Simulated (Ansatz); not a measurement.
Input for Ansatz (development build ahead of 0.2.0):

```yaml
crystal:
  periodic: [false, false, false]
  atoms:
    - { symbol: Ti, position_ang: [0.0, 0.0, 0.0] }
    - { symbol: F, position_ang: [1.66298, 0.0, 0.68883] }
    - { symbol: F, position_ang: [-1.66298, 0.0, 0.68883] }
basis:
  gaussian: { orbitals: def2-SVP }
magnetization:
  spin_polarized: true
  initial_magnetization: 2
hamiltonian:
  xc: hf
scf:
  omitted_lower_state_checks: [stability, starts, atomic_configurations, cluster_reference, orbital_swaps, given_window_search, neighbouring_geometries, increment]
output:
  forces: true
```

The input is written out in the form of the current development build from the run's settings.

Results

```json
{
 "Converged": "yes",
 "Total energy": "-1047.15914 hartree",
 "Spin squared of the determinant": "2.007"
}
```

Forces (eV/Å):
| atom | Fx | Fy | Fz |
| --- | --- | --- | --- |
| Ti1 | 0.000 | 0.000 | 0.104 |
| F2 | 0.382 | 0.000 | -0.052 |
| F3 | -0.382 | 0.000 | -0.052 |

Caution: other spin multiplicities were not run.
